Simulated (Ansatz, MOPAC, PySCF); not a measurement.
Isomers of C2H4Si. All species are isolated molecules in the gas phase. One relaxed conformer stands for each flexible species; it need not be the lowest. Strings in code marks are SMILES.

Quantity: electronic energy of isomers of C2H4Si relative to `C#C[SiH3]`, in kcal/mol. The restricted reference of `C=C=[SiH2]`, `C1C[Si]1` and `C=C[SiH]` is unstable towards unrestricted orbitals. Semi-empirical values (MOPAC) are differences of heats of formation.

Level 1: frozen-core CCSDT(Q)/cc-pVDZ // B3LYP-D3(BJ)/def2-TZVP (Ansatz, a program for electronic structure)
Level 2: PBE-D3(BJ)/def2-TZVP // B3LYP-D3(BJ)/def2-TZVP (PySCF)
Level 3: HF/STO-3G // B3LYP-D3(BJ)/def2-TZVP (PySCF)
Level 4: AM1 // B3LYP-D3(BJ)/def2-TZVP (MOPAC)

| species | level 1 | level 2 | level 3 | level 4 |
|---|---|---|---|---|
| `C=C[SiH]` (C–C–Si–H torsion 179°) | 10.1 | 11.4 | 23.2 | ? |
| `C=C=[SiH2]` | 19.4 | 14.9 | ? | ? |
| `C1C[Si]1` | 8.06 | 2.47 | 3.69 | 25.3 |
| `C1=C[SiH2]1` | 10.7 | 3.00 | 27.8 | ? |

Complete the blanks.


- `C=C[SiH]` (C–C–Si–H torsion 179°), level 4: 28.8
- `C=C=[SiH2]`, level 3: 54.8
- `C=C=[SiH2]`, level 4: 6.33
- `C1=C[SiH2]1`, level 4: 16.9
